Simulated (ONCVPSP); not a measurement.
# u(r) = r·R(r): atom against pseudo-atom (technetium (Tc))

Columns: radius, all-electron u(r) and pseudo u(r) of the 4d shell (level -6.66 eV) of technetium in the configuration [Ar] 3d10 4s2 4p6 4d5 5s2; Wu-Cohen, scalar-relativistic, ONCV scheme, ONCVPSP 4.0.1.

```json
{"r (bohr)": "0.103", "all-electron": "-0.1569", "pseudo": "0.0024"}
{"r (bohr)": "0.205", "all-electron": "-0.3612", "pseudo": "0.0182"}
{"r (bohr)": "0.308", "all-electron": "-0.3568", "pseudo": "0.0578"}
{"r (bohr)": "0.410", "all-electron": "-0.1985", "pseudo": "0.1250"}
{"r (bohr)": "0.513", "all-electron": "0.0207", "pseudo": "0.2200"}
{"r (bohr)": "0.615", "all-electron": "0.2367", "pseudo": "0.3341"}
{"r (bohr)": "0.718", "all-electron": "0.4244", "pseudo": "0.4582"}
{"r (bohr)": "0.820", "all-electron": "0.5702", "pseudo": "0.5761"}
{"r (bohr)": "0.923", "all-electron": "0.6770", "pseudo": "0.6783"}
{"r (bohr)": "1.025", "all-electron": "0.7465", "pseudo": "0.7552"}
{"r (bohr)": "1.128", "all-electron": "0.7865", "pseudo": "0.8049"}
{"r (bohr)": "1.230", "all-electron": "0.8027", "pseudo": "0.8265"}
{"r (bohr)": "1.332", "all-electron": "0.8015", "pseudo": "0.8240"}
{"r (bohr)": "1.435", "all-electron": "0.7873", "pseudo": "0.8033"}
{"r (bohr)": "1.538", "all-electron": "0.7642", "pseudo": "0.7725"}
{"r (bohr)": "1.640", "all-electron": "0.7354", "pseudo": "0.7384"}
{"r (bohr)": "1.743", "all-electron": "0.7027", "pseudo": "0.7032"}
{"r (bohr)": "1.845", "all-electron": "0.6681", "pseudo": "0.6682"}
{"r (bohr)": "1.948", "all-electron": "0.6324", "pseudo": "0.6324"}
{"r (bohr)": "2.050", "all-electron": "0.5970", "pseudo": "0.5970"}
{"r (bohr)": "2.153", "all-electron": "0.5619", "pseudo": "0.5619"}
{"r (bohr)": "2.255", "all-electron": "0.5282", "pseudo": "0.5282"}
{"r (bohr)": "2.358", "all-electron": "0.4954", "pseudo": "0.4954"}
{"r (bohr)": "2.460", "all-electron": "0.4644", "pseudo": "0.4644"}
{"r (bohr)": "2.562", "all-electron": "0.4349", "pseudo": "0.4350"}
{"r (bohr)": "2.665", "all-electron": "0.4067", "pseudo": "0.4067"}
```

Question: How many radial nodes do the two functions have?

Answer: The all-electron 4d function has n − l − 1 = 1; the pseudo-wave has 0, since the states of the same l below it are removed with the core.

Question: At about which radius was the pseudo-wave matched?

Answer: 2.00 bohr. The columns agree to 0.0005 from 1.84 bohr on; several derivatives are matched, so the curves merge somewhat inside the radius.

Question: Is the pseudo-wave norm-conserving?

Answer: Yes: the ONCV scheme keeps the norm inside the radius equal to the all-electron one, which fixes the energy derivative of the logarithmic derivative at the level.
